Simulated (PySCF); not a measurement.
Method: B3LYP-D3(BJ)/def2-TZVP // PBE0-D4/def2-SVP run with PySCF. All species are isolated molecules in the gas phase. One relaxed conformer stands for a flexible species; it need not be the lowest. B3LYP has the VWN-RPA correlation part, as in Gaussian. Delta-SCF ions had no search for a lower state. 

Reference species (SMILES): `[OH][Sn]([OH])([OH])[OH]` (neutral, multiplicity 1).

```
Property                                   Value
--------------------------------------  --------
LUMO                                    -2.21 eV
vertical ionisation energy (Delta-SCF)  11.10 eV
```

Changed species: `C[O][Sn]([OH])([O]C)[O]C` (3 of 4 OH replaced by OCH3; the reference has 0 of 4 OH replaced by OCH3).

Q: What does the change do to the LUMO and vertical ionisation energy (Delta-SCF)?

A: the LUMO increases by 0.18 eV, to -2.03 eV; the vertical ionisation energy (Delta-SCF) falls by 1.50 eV, to 9.60 eV.
